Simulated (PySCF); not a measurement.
One of the candidates below gave these computed data.

All candidates are C5H10O4S.

- NMR, other nuclei: isotropic shieldings of nuclei other than C and H, by class: -114 (1 O), 102 (1 O), 143 (1 O), 155 (1 O), 180 (1 S) ppm [GIAO PBE0/pcSseg-1]
- 1H NMR: chemical shifts (computed TMS as zero) by class: 8.14 (1 H), 5.55 (1 H), 2.77 (1 H), 2.67 (1 H), 1.89 (3 H), 1.60 (3 H) ppm [GIAO PBE0/pcSseg-1]
- 13C NMR: chemical shifts (computed TMS as zero) by class: 166.6 (1 C), 89.6 (1 C), 59.8 (1 C), 11.8 (1 C), 6.2 (1 C) ppm [GIAO PBE0/pcSseg-1]
- Dipole: 2.89 D [PBE0/pcSseg-1]
- Rotational structure: rotational constants A, B, C: 1.525, 1.061, 0.757 GHz [GFN2-xTB]

Electronic properties: PySCF, gas phase, density fitting. Levels stand in brackets. Geometry: GFN2-xTB, one conformer, isolated molecule. NMR values are class means; diastereotopic atoms form classes of their own.

Problem. Which candidate is it?
A. `COCO[C@H]1CCS1(=O)=O`
B. `CCS(=O)(=O)[C@@H](C)C(=O)O`
C. `CCS(=O)(=O)[C@H](C)OC=O`

Solution. C. It is `CCS(=O)(=O)[C@H](C)OC=O`. Numbering: `[CH3:1][CH2:2][S:3](=[O:4])(=[O:5])[C@H:6]([CH3:7])[O:8][CH:9]=[O:10]`. 5 carbons fall into 5 classes; from least to most shielded: ester carbonyl carbon [C9] (166.6 ppm), sp3 carbon bound to oxygen [C6] (89.6 ppm), sp3 carbon bound to sulfur [C2] (59.8 ppm), methyl carbon [C7] (11.8 ppm), methyl carbon [C1] (6.2 ppm). Hydrogen classes from least to most shielded: 1 H on an ester carbonyl carbon, C9 (8.14 ppm), 1 H on an sp3 carbon bound to oxygen, C6 (5.55 ppm), 1 H on an sp3 carbon bound to sulfur, C2 (2.77 ppm), 1 H on an sp3 carbon bound to sulfur, C2 (2.67 ppm), 3 H on a methyl carbon, C7 (1.89 ppm, a mean of values up to 0.7 ppm apart in this geometry), 3 H on a methyl carbon, C1 (1.60 ppm, a mean of values up to 0.6 ppm apart in this geometry). The other shieldings belong to: -114 ppm, ester carbonyl oxygen [O10]; 102 ppm, ester single-bonded oxygen [O8]; 143 ppm, sulfonyl oxygen [O5]; 155 ppm, sulfonyl oxygen [O4]; 180 ppm, sulfonyl sulfur [S3]. The optimised geometry has point group C1 and is an asymmetric top.

The others, at the same levels:
- `CCS(=O)(=O)[C@@H](C)C(=O)O` fails: its computed 13C shifts are 176.4 (1 C), 71.2 (1 C), 48.1 (1 C), 14.1 (1 C), 5.1 (1 C) ppm, 1H shifts are 6.63 (1 H), 3.87 (1 H), 3.75 (1 H), 2.54 (1 H), 1.74 (3 H), 1.48 (3 H) ppm and rotational constant A is 1.696 GHz (against 1.525 GHz).
- `COCO[C@H]1CCS1(=O)=O` fails: its computed 13C shifts are 110.7 (1 C), 99.8 (1 C), 70.2 (1 C), 58.0 (1 C), 19.5 (1 C) ppm, 1H shifts are 5.69 (1 H), 5.54 (1 H), 4.78 (1 H), 4.02 (1 H), 3.79 (1 H), 3.55 (3 H), 2.30 (1 H), 2.00 (1 H) ppm and rotational constant A is 2.257 GHz (against 1.525 GHz).

Each candidate is one conformer, not necessarily the lowest. The conformers computed, where there is a choice (atom-mapped SMILES and torsion angles):
- `[CH3:1][CH2:2][S:3](=[O:4])(=[O:5])[C@H:6]([CH3:7])[O:8][CH:9]=[O:10]`: C1–C2–S3–O4 -72°, C2–S3–C6–C7 -173°, S3–C6–O8–C9 -87°, C6–O8–C9–O10 1°
- `[CH3:1][CH2:2][S:3](=[O:4])(=[O:5])[C@@H:6]([CH3:7])[C:8](=[O:9])[OH:10]`: C1–C2–S3–O4 -55°, C2–S3–C6–C7 -51°, S3–C6–C8–O9 -73°, H–O10–C8–C6 -173°
- `[CH3:1][O:2][CH2:3][O:4][C@H:5]1[CH2:6][CH2:7][S:8]1(=[O:9])=[O:10]`: C1–O2–C3–O4 -70°, O2–C3–O4–C5 -67°, C3–O4–C5–C6 -177°
